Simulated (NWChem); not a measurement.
All runs are NWChem calculations. System: HBrGe, charge 0, spin multiplicity 1, at a geometry optimised with PBE/def2-SVP. The structure started from a generated list of species. Level: PBE0/6-31G* (spherical d).

The NWChem input:

```
start mol
memory heap 200 mb stack 900 mb global 1100 mb
geometry units angstroms nocenter noautoz
  Ge    -0.833307     0.884563     0.000000
  H      0.299554     2.045027     0.000000
  Br     0.753322    -0.867172     0.000000
  symmetry group Cs
end
basis spherical
  * library 6-31g*
end
dft
  xc pbe0
  semidirect memsize 60000000 filesize 0
  iterations 100
end
task dft energy
```

NWChem printed:

```
             Northwest Computational Chemistry Package (NWChem) 7.3.0
             --------------------------------------------------------

                                NWChem Input Module
                                -------------------

 Scaling coordinates for geometry "geometry" by  1.889725989
 (inverse scale =  0.529177249)

 Turning off AUTOSYM since
 SYMMETRY directive was detected!

                             Geometry "geometry" -> ""
                             -------------------------

 Output coordinates in angstroms (scale by  1.889725989 to convert to a.u.)

  No.       Tag          Charge          X              Y              Z
 ---- ---------------- ---------- -------------- -------------- --------------
    1 Ge                  32.0000    -0.83330700     0.88456300     0.00000000
    2 H                    1.0000     0.29955400     2.04502700     0.00000000
    3 Br                  35.0000     0.75332200    -0.86717200     0.00000000

 Effective nuclear repulsion energy (a.u.)     267.4924691212

            Nuclear Dipole moment (a.u.)
            ----------------------------
        X                 Y               Z
 ---------------- ---------------- ----------------
     0.0000000000     0.0000434637     0.0000000000

      Symmetry information
      --------------------

 Group name             Cs
 Group number              2
 Group order               2
 No. of unique centers     3

      Symmetry unique atoms

     1    2    3


 Summary of "ao basis" -> "" (spherical)
 ------------------------------------------------------------------------------
       Tag                 Description            Shells   Functions and Types
 ---------------- ------------------------------  ------  ---------------------
 *                           6-31g*                   on all atoms

                                 NWChem DFT Module
                                 -----------------

 Summary of "ao basis" -> "ao basis" (spherical)
 ------------------------------------------------------------------------------
       Tag                 Description            Shells   Functions and Types
[...]
              MO Center= -2.9D-01,  4.8D-01, -9.6D-16, r^2= 3.7D+00
   Bfn.  Coefficient  Atom+Function         Bfn.  Coefficient  Atom+Function
  ----- ------------  ---------------      ----- ------------  ---------------
    45      0.461786  3 Br px                10     -0.403292  1 Ge s
    11     -0.395815  1 Ge px                34     -0.285547  2 H  s
    49      0.230987  3 Br px                41     -0.205440  3 Br px
    33     -0.195249  2 H  s                 14      0.176413  1 Ge s
    46      0.156173  3 Br py                 7      0.152857  1 Ge px

 Vector   35  Occ=0.000000D+00  E=-1.177955D-01  Symmetry=a"
              MO Center= -7.1D-01,  7.7D-01,  3.1D-14, r^2= 3.2D+00
   Bfn.  Coefficient  Atom+Function         Bfn.  Coefficient  Atom+Function
  ----- ------------  ---------------      ----- ------------  ---------------
    13      0.697093  1 Ge pz                17      0.425927  1 Ge pz
    47     -0.262706  3 Br pz                 9     -0.251329  1 Ge pz
    51     -0.201573  3 Br pz                43      0.115642  3 Br pz
     5      0.075082  1 Ge pz                39     -0.034541  3 Br pz
    63      0.028594  3 Br d -1              65      0.025414  3 Br d  1

 Vector   36  Occ=0.000000D+00  E=-2.512943D-02  Symmetry=a'
              MO Center= -6.6D-01,  7.1D-01, -5.4D-15, r^2= 4.9D+00
   Bfn.  Coefficient  Atom+Function         Bfn.  Coefficient  Atom+Function
  ----- ------------  ---------------      ----- ------------  ---------------
    16      0.691865  1 Ge py                48      0.543779  3 Br s
    12      0.505220  1 Ge py                15     -0.472611  1 Ge px
    49     -0.399663  3 Br px                50      0.396224  3 Br py
    11     -0.341415  1 Ge px                10      0.301117  1 Ge s
    14     -0.268364  1 Ge s                 46      0.268326  3 Br py

 Vector   37  Occ=0.000000D+00  E= 5.907493D-02  Symmetry=a'
              MO Center= -8.3D-01,  7.8D-01, -7.4D-14, r^2= 4.2D+00
   Bfn.  Coefficient  Atom+Function         Bfn.  Coefficient  Atom+Function
  ----- ------------  ---------------      ----- ------------  ---------------
    34      1.035657  2 H  s                 10      0.927427  1 Ge s
    16     -0.559591  1 Ge py                15     -0.518236  1 Ge px
    11     -0.447805  1 Ge px                12     -0.287979  1 Ge py
    14      0.268435  1 Ge s                 33      0.184839  2 H  s
    50      0.177531  3 Br py                 6     -0.150858  1 Ge s

 center of mass
 --------------
 x =  -0.01336181 y =  -0.02259848 z =   0.00000000

 moments of inertia (a.u.)
 ------------------
         436.131313390564         378.856696758116           0.000000000000
         378.856696758116         345.558461592824           0.000000000000
           0.000000000000           0.000000000000         781.689774983387

     Multipole analysis of the density
     ---------------------------------

     L   x y z        total         alpha         beta         nuclear
     -   - - -        -----         -----         ----         -------
     0   0 0 0     -0.000000    -34.000000    -34.000000     68.000000

     1   1 0 0     -0.461134     -0.230567     -0.230567      0.000000
     1   0 1 0      0.615396      0.307676      0.307676      0.000043
     1   0 0 1      0.000000      0.000000      0.000000      0.000000

     2   2 0 0    -28.142180    -89.372055    -89.372055    150.601930
     2   1 1 0     -0.977143     81.358609     81.358609   -163.694361
     2   1 0 1      0.000000      0.000000      0.000000      0.000000
     2   0 2 0    -26.811575   -112.574501   -112.574501    198.337428
     2   0 1 1     -0.000000     -0.000000     -0.000000      0.000000
     2   0 0 2    -25.269940    -12.634970    -12.634970      0.000000

 Task  times  cpu:        1.7s     wall:        1.7s

 Total times  cpu:        1.7s     wall:        1.7s
```
